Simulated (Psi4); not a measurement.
Relaxed torsion scan: C6H13Cl, SMILES CC(C)(C)CCCl. Scanned: dihedral C2–C5–C6–Cl7; all other coordinates were relaxed at GFN2-xTB. Points at φ and −φ are mirror images.

Geometry of the scan point at -150° (Å):
```
20

C      1.8107     0.4157    -0.4897
C      0.4634    -0.0407     0.0798
C      0.4731    -1.5661     0.1962
C      0.2688     0.5864     1.4624
C     -0.6382     0.4336    -0.8892
C     -2.0616     0.1857    -0.4038
Cl    -3.1681    -0.0686    -1.7860
H      2.6247     0.0905     0.1537
H      1.8494     1.4999    -0.5663
H      1.9701    -0.0036    -1.4805
H      0.5817    -2.0237    -0.7843
H     -0.4408    -1.9404     0.6499
H      1.3071    -1.8860     0.8166
H     -0.6534     0.2425     1.9233
H      0.2327     1.6709     1.3878
H      1.0954     0.3174     2.1161
H     -0.5088     1.4990    -1.0875
H     -0.4974    -0.0935    -1.8355
H     -2.4573     1.0262     0.1639
H     -2.1325    -0.7233     0.1911
```

Level of theory: PBE-D3(BJ)/def2-SVP // GFN2-xTB (Psi4 1.11).

Scanned values (°): -150, -120, -90, -60, -30, 0, 30, 60, 90, 120, 150, 180.

Problem. Describe the profile: where are the wells and the tops?

Solution. Lower than their neighbours: -60° (0.014 eV), 60° (0.014 eV), 180° (0.000 eV). Higher than their neighbours: -120° (0.117 eV), 0° (0.270 eV), 120° (0.117 eV). The whole profile spans 0.270 eV.
